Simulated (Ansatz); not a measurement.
Cost and result up the ladder for SiHBr₃ (5 atoms). Total charge 0; singlet. Geometry: r2SCAN-D4/def2-SVP.

```xyz
5

Si    0.001    0.072    0.116
H     0.007    0.858    1.368
Br   -0.474    1.419   -1.576
Br   -1.534   -1.515    0.270
Br    1.999   -0.834   -0.178
```

Ansatz on 4 threads of Intel Xeon on a shared host. Times are rough, and most runs start from the orbitals of an earlier one. ωB97X-V/def2-TZVP serves as the yardstick here, not as an exact answer. Differences are given only for rows in sets of like size (and for xTB, whose basis is part of the method), since another set adds its own error. Binding counts from free atoms at the same level (Si triplet, H doublet, Br doublet; other spins of the atoms weren't run), without zero-point energy or a counterpoise term.

The 6-31G sets use Cartesian d functions. B3LYP takes the VWN-RPA correlation. Correlated methods freeze 32 core orbitals; core or outer-core shells of Br are correlated, in sets that lack core-valence functions. The rows differ in basis, and correlated rows in double-zeta sets carry the largest basis error.

Correlated methods converge slowly with the basis, most of all in double-zeta sets.

| level | functions | wall time | binding energy per atom (eV) | difference from ωB97X-V/def2-TZVP (eV) |
| --- | --- | --- | --- | --- |
| PBE-D4/def2-SVP | 119 | 1.6 s | 2.85 | – |
| LDA (SPW92)/def2-TZVP | 187 | 1.8 s | 3.26 | 0.41 |
| revPBE-D4/def2-TZVP | 187 | 2.4 s | 2.80 | -0.05 |
| PBE-D4/def2-TZVP | 187 | 2.5 s | 2.88 | 0.03 |
| B3LYP-D4/6-31G | 102 | 2.8 s | 2.24 | – |
| PBE0-D4/def2-SVP | 119 | 3.1 s | 2.81 | – |
| r2SCAN-D4/def2-TZVP (with forces) | 187 | 6.5 s | 2.89 | 0.04 |
| HF/def2-TZVP | 187 | 7 s | 2.06 | -0.79 |
| MP2/def2-TZVP | 187 | 7 s | 2.85 | 0.00 |
| r2SCAN0-D4/def2-TZVP | 187 | 8 s | 2.84 | -0.01 |
| B97M-V/def2-TZVP | 187 | 9 s | 2.84 | -0.01 |
| PBE0-D4/def2-TZVPD | 223 | 9 s | 2.85 | 0.00 |
| ωB97X-V/def2-TZVP | 187 | 13 s | 2.85 | 0.00 |
| CCSD(T)/def2-SVP | 119 | 15 s | 2.56 | – |
